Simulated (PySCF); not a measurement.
SiHClBr2, SMILES Cl[SiH](Br)Br. Geometry: PBE-D3(BJ)/def2-SVP.

Calculation: PBE-D3(BJ)/def2-SVP (PySCF).

Harmonic wavenumbers (cm⁻¹): 110, 132, 190, 377, 472, 564, 742, 761, 2223. Rotational constants (GHz): 1.779, 0.9249, 0.6338; symmetry number 1.

### Question
Work out the zero-point energy and the ideal-gas rigid-rotor harmonic-oscillator thermochemistry at 298.15 K and 1 atm.

### Answer
ZPE = ½ Σ hcν = ½ × 5569 cm⁻¹ = 7.96 kcal/mol. H − E(el) = 12.16 kcal/mol. Entropy in cal/(mol K): translation 42.13, rotation 30.11, vibration 11.23, total 83.46. G − E(el) = -12.72 kcal/mol. Cp = 19.08 cal/(mol K). Modes under 150 cm⁻¹ make the vibrational entropy uncertain.
